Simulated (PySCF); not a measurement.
## Basis and Hamiltonian dependence of the excitation energy of Ca

Ca [Ar] 4s2 (1S) → Ca [Ar] 3d2 (3F). All values are computed (PySCF 2.14, energy differences of UHF-based or UKS calculations, no spin-orbit coupling). Values in eV.

```csv
basis,Hamiltonian,functions,UHF,LDA,PBE0,MP2 (valence),CCSD(T) (valence),CCSD(T) (valence and next inner shell)
aug-cc-pVDZ-X2C,spin-free X2C,36,5.569,4.430,4.560,5.906,5.976,n/a
x2c-TZVPPall,spin-free X2C,36,5.962,4.904,5.007,6.364,6.541,6.887
def2-TZVPPD,non-relativistic,36,5.832,4.751,4.862,6.233,6.410,n/a
"x2c-TZVPPall with one added diffuse shell each of s, p, d type",spin-free X2C,45,5.671,4.629,4.743,6.028,6.102,6.487
aug-cc-pVTZ-X2C,spin-free X2C,59,5.446,4.320,4.452,5.787,5.784,n/a
def2-QZVPPD,non-relativistic,70,5.315,4.188,4.323,5.667,5.712,5.621
x2c-QZVPPall,spin-free X2C,73,5.443,4.337,4.465,5.803,5.860,5.777
dyall-av2z,non-relativistic,76,6.560,6.151,6.080,7.013,7.189,n/a
aug-cc-pwCVTZ-X2C,spin-free X2C,84,5.404,4.309,4.440,5.739,5.730,5.737
"x2c-QZVPPall with one added diffuse shell each of s, p, d, f type",spin-free X2C,89,5.400,4.285,4.421,5.733,5.726,5.681
aug-cc-pVQZ-X2C,spin-free X2C,93,5.419,4.270,4.401,5.761,5.750,n/a
dyall-av3z,spin-free X2C,132,6.115,5.471,5.472,6.492,n/a,n/a
aug-cc-pwCVQZ-X2C,spin-free X2C,150,5.375,4.259,4.384,5.719,n/a,n/a
```

Frozen in the all-electron rows: valence: [Ar]; valence and next inner shell: [Ne].

At UHF, x2c-TZVPPall, def2-QZVPPD, dyall-av2z, dyall-av3z lie more than 0.3 eV from the median of the rows with comparable relativity. Of these, x2c-TZVPPall has no diffuse functions of the l that the added or promoted electron needs.

Non-relativistic rows lack the scalar-relativistic shift.
